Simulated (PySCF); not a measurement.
# Correlation energy of Sn (tin, neutral)

[Kr] 4d10 5s2 5p1 5d1, one real determinant (an excited configuration). All numbers are calculated (PySCF 2.14, the spin-free X2C one-electron Hamiltonian (Gaussian nucleus), in aug-cc-pVTZ-DK3). Frozen: [Kr] 4d10; 4 electrons correlated.

```tsv
level	correlation energy (mhartree)
CCSD	-63.13
(T)	-6.46
CCSD(T)	-69.59
```

Diagnostics: T1 = 0.047, D1 = 0.1304, largest double amplitude 0.340.

The real determinant used has ⟨L²⟩ near 8 against 12 for a pure F term, so it mixes terms. The outer electron is Rydberg-like, and this basis confines it to a smaller radius and binds it less than a complete one would. T1 exceeds 0.03, a sign that the reference determinant is poor. A double-excitation amplitude exceeds 0.15, a sign of near-degeneracy.

Cost of the coupled-cluster step: roughly 4 core-seconds, for 4 correlated electrons.

Iterations:

```
CC2 = 0
CCSD nocc = (np.int64(3), np.int64(1)), nmo = (45, 45)
frozen orbitals [[0, 1, 2, 3, 4, 5, 6, 7, 8, 9, 10, 11, 12, 13, 14, 15, 16, 17, 18, 19, 20, 21, 22], [0, 1, 2, 3, 4, 5, 6, 7, 8, 9, 10, 11, 12, 13, 14, 15, 16, 17, 18, 19, 20, 21, 22]]
max_cycle = 100
direct = 0
conv_tol = 1e-08
conv_tol_normt = 1e-06
diis_space = 8
diis_start_cycle = 0
Init t2, MP2 energy = -0.0417949989783227
Init E_corr(UCCSD) = -0.0417949989785981
cycle = 1  E_corr(UCCSD) = -0.051355010040992  dE = -0.00956001106  norm(t1,t2) = 0.0708965
cycle = 2  E_corr(UCCSD) = -0.0547396478675433  dE = -0.00338463783  norm(t1,t2) = 0.0456816
cycle = 3  E_corr(UCCSD) = -0.0591997432174055  dE = -0.00446009535  norm(t1,t2) = 0.03615
cycle = 4  E_corr(UCCSD) = -0.0609875639319795  dE = -0.00178782071  norm(t1,t2) = 0.0238927
cycle = 5  E_corr(UCCSD) = -0.0624939212578778  dE = -0.00150635733  norm(t1,t2) = 0.0133663
cycle = 6  E_corr(UCCSD) = -0.0616383749611929  dE = 0.000855546297  norm(t1,t2) = 0.00920529
cycle = 7  E_corr(UCCSD) = -0.0629436194826083  dE = -0.00130524452  norm(t1,t2) = 0.00834096
cycle = 8  E_corr(UCCSD) = -0.0627911711499284  dE = 0.000152448333  norm(t1,t2) = 0.0045589
cycle = 9  E_corr(UCCSD) = -0.0628219758895216  dE = -3.08047396e-05  norm(t1,t2) = 0.00406679
cycle = 10  E_corr(UCCSD) = -0.0632585217480509  dE = -0.000436545859  norm(t1,t2) = 0.00246885
cycle = 11  E_corr(UCCSD) = -0.06311902719447  dE = 0.000139494554  norm(t1,t2) = 0.000735616
cycle = 12  E_corr(UCCSD) = -0.0631364739675799  dE = -1.74467731e-05  norm(t1,t2) = 0.000145234
cycle = 13  E_corr(UCCSD) = -0.0631330143727933  dE = 3.45959479e-06  norm(t1,t2) = 3.73811e-05
cycle = 14  E_corr(UCCSD) = -0.0631342935125142  dE = -1.27913972e-06  norm(t1,t2) = 1.54485e-05
cycle = 15  E_corr(UCCSD) = -0.0631344652995097  dE = -1.71786996e-07  norm(t1,t2) = 4.45121e-06
cycle = 16  E_corr(UCCSD) = -0.0631344696780902  dE = -4.37858053e-09  norm(t1,t2) = 2.37359e-06
cycle = 17  E_corr(UCCSD) = -0.0631344714988678  dE = -1.82077754e-09  norm(t1,t2) = 3.28988e-06
cycle = 18  E_corr(UCCSD) = -0.0631344697800674  dE = 1.71880041e-09  norm(t1,t2) = 3.56206e-06
cycle = 19  E_corr(UCCSD) = -0.0631344866048607  dE = -1.68247933e-08  norm(t1,t2) = 1.08855e-06
cycle = 20  E_corr(UCCSD) = -0.0631344871907217  dE = -5.85861096e-10  norm(t1,t2) = 1.68903e-06
cycle = 21  E_corr(UCCSD) = -0.0631344890293942  dE = -1.83867245e-09  norm(t1,t2) = 1.35917e-07
UCCSD converged
E(UCCSD) = -6173.375830055586  E_corr = -0.0631344890293942
UCCSD(T) correction = -0.0064635329525134
```

The reference is one real determinant that mixes LS terms of this configuration.
